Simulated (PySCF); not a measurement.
Compound: C4H10GeO3.
Atom-mapped SMILES: `[GeH3:1][O:2][C@@H:3]1[CH2:4][CH2:5][O:6][CH2:7][O:8]1` (hydrogens: H9, H10, H11 on Ge1; H12 on C3; H13, H14 on C4; H15, H16 on C5; H17, H18 on C7)

Geometry (PBE0-D3(BJ)/def2-SVP, Å), atoms numbered from 1 in this order:
```xyz
18
C4H10GeO3 angstrom
Ge     2.6902    0.8490   -0.1795
O      1.1756    0.0669   -0.7542
C      0.5865   -0.8996    0.0560
C     -0.7369   -1.3223   -0.5677
C     -1.7550   -0.2105   -0.3887
O     -1.8359    0.1431    0.9752
C     -0.6089    0.5710    1.4501
O      0.3829   -0.4203    1.3670
H      2.3630    1.9527    0.8401
H      3.2980    1.4432   -1.4566
H      3.5870   -0.2385    0.4402
H      1.2585   -1.7688    0.1844
H     -0.5799   -1.5584   -1.6301
H     -1.0897   -2.2292   -0.0529
H     -2.7602   -0.5252   -0.7023
H     -1.4630    0.6703   -0.9938
H     -0.7234    0.8083    2.5159
H     -0.2790    1.4751    0.8947
```

Computed with PySCF at B3LYP/def2-SVPD, non-relativistic, on one gas-phase PBE0-D3(BJ)/def2-SVP geometry that isn't relaxed in the solvent. The solvent is an IEF-PCM continuum (van der Waals radii × 1.2), and excitations are vertical TDDFT with non-equilibrium linear response and a frozen core. Only the electrostatic response of the medium enters. Spin–orbit coupling is left out although an atom past zinc is present.

```tsv
run	E − E(gas) (kcal/mol)	HOMO (eV)	HOMO–LUMO gap (eV)	dipole (D)	lowest singlet (eV)	static polarisability (au)
gas	0.00	-7.42	7.22	1.40	6.43	88.2
P	-4.96	-7.45	7.44	1.83	6.60	118.6
Q	-4.16	-7.44	7.41	1.76	6.57	112.8
```

**Question.** The runs were made in dichloromethane and water. Which run belongs to which solvent?

**Answer.** P = water, Q = dichloromethane. The dielectric constants are 8.93 (dichloromethane), 78.36 (water), and the energy falls further as ε rises. The optical constants n² used for the excitations are 2.03, 1.78 in the same order. In this model the ground state sees the solvent through ε alone.

**Question.** How constant is the ratio of the lowering to (ε − 1)/(2ε + 1)?

**Answer.** 
| solvent | (ε − 1)/(2ε + 1) | E − E(gas) (kcal/mol) | ratio (kcal/mol) | polarisation term (kcal/mol) |
| --- | --- | --- | --- | --- |
| dichloromethane | 0.420 | -4.16 | -9.9 | -4.62 |
| water | 0.490 | -4.96 | -10.1 | -5.62 |

The ratio changes by +2.2 % in size from dichloromethane to water. The polarisation term is half the interaction of the solute with the induced surface charges.
